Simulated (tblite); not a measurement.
Species: C2H6ClSi4 (doublet state).
SMILES: `C#C[Si@H]1[Si@@H]([SiH][SiH2]1)Cl`

Computed values, GFN2-xTB/tblite, gas phase, harmonic and unscaled. The method is semi-empirical: single wavenumbers can be off by several per cent or more. Modes of hydrogen on silicon can be 10 to 20 % off. Open shells enter through the occupations alone, without spin polarisation, and single modes of such species can be off by tens of per cent.

Harmonic wavenumbers (cm⁻¹): 37.3, 63.9, 71.9, 105.1, 142.4, 196.8, 219.2, 235.9, 246.4, 330.0, 340.1, 352.8, 368.5, 374.0, 390.0, 422.5, 469.5, 483.5, 531.3, 574.4, 614.5, 654.7, 663.9, 679.1, 691.1, 847.2, 2100.3, 2123.7, 2133.7, 2155.3, 2162.2, 2190.3, 3346.6.

A = 1226, B = 768.2, C = 549.1 MHz; mass 176.924 u (most abundant isotopes); point group C1, symmetry number 1; spin multiplicity 2.

Question: What is the zero-point energy?

Answer: ½Σν̃ = 13159 cm⁻¹ = 157.42 kJ/mol.

Question: Entropy at 298.15 K, 1 bar (ideal gas, RRHO, classical rotation)?

Answer: Translation 173.41, rotation 128.90, vibration 166.62, spin (R ln 2) 5.76: S = 474.7 J/(mol K).

Question: And Cp and H(298.15 K) − H(0)?

Answer: Cp = 191.28 J/(mol K), of which vibrations give 158.02 (their classical limit is 33 R = 274.4); H(298.15 K) − H(0) = 35.94 kJ/mol without the zero-point energy, 26.02 from vibrations.

Question: Blend soft modes into free rotors: weight 1/[1 + (100 cm⁻¹/ν̃)⁴] for the oscillator and the rest for a rotor with moment μB/(μ + B), μ = h/(8π²ν), B = 10⁻⁴⁴ kg m². What vibrational entropy results?

Answer: 152.37 J/(mol K) in place of 166.62, which changes −T·S at 298.15 K by +4.25 kJ/mol.

Question: What must be added to the electronic energy to get the Gibbs energy at 298.15 K and 1 bar?

Answer: ZPE + [H(298.15 K) − H(0)] − T·S = 157.42 + 35.94 − 141.53 = 51.83 kJ/mol.

Question: Which modes carry the vibrational entropy at 298.15 K?

Answer: 37.3 cm⁻¹: 22.58; 63.9 cm⁻¹: 18.13; 71.9 cm⁻¹: 17.16; 105.1 cm⁻¹: 14.05; 142.4 cm⁻¹: 11.60; 196.8 cm⁻¹: 9.05 J/(mol K); the other 27 give 74.06 together.

Hindered rotation and anharmonicity are outside this model. The structure is chiral; the term R ln 2 for an equal mix with its mirror image is left out.

Hardware: an Arm Neoverse V1 with one thread, shared host with 32 logical CPUs at a one-minute load of 7.5. Cost: 0.74 s. This covers the Hessian and the dipole derivatives.
